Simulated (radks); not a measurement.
Results of a calculation; reference values are marked as such.
Question: The mean radii <r> (bohr) of the occupied orbitals of an atom or ion are listed with their occupations. Code: a radial shooting solver on a logarithmic mesh with Libxc functionals. Model: Dirac Kohn-Sham, AM05, spin-unpolarised, spherical densities, finite nucleus; Fermi nuclear charge, rms radius of each element as measured or else 0.836 A^(1/3) + 0.57 fm.

orbital     occ.      <r>
1s1/2          2  0.01968
2s1/2          2  0.08280
2p1/2          2  0.06875
2p3/2          4  0.07625
3s1/2          2   0.2165
3p1/2          2   0.2062
3p3/2          4   0.2203
3d3/2          4   0.1936
3d5/2          6   0.1979
4s1/2          2   0.4872
4p1/2          2   0.4946
4p3/2          4   0.5267
4d3/2          4   0.5502
4d5/2          6   0.5615
5s1/2          2    1.163
5p1/2          2    1.278
5p3/2          4    1.368
4f5/2    5.14286   0.6912
4f7/2    6.85714   0.7017

Name the element and its charge. Open shells, if any, are shared by 2j + 1.

Answer: Z = 70, ytterbium, charge +4: Yb4+ in [Xe] 4f12. The 1s radius gives Z: for a bare nucleus <r> = (2 gamma + 1)/(2Z) with gamma = sqrt(1 - (Z/c)^2), 0.01942 bohr for Z = 70, and screening makes it slightly larger (0.01968 here). The occupations add up to 66, and the charge is Z minus that.
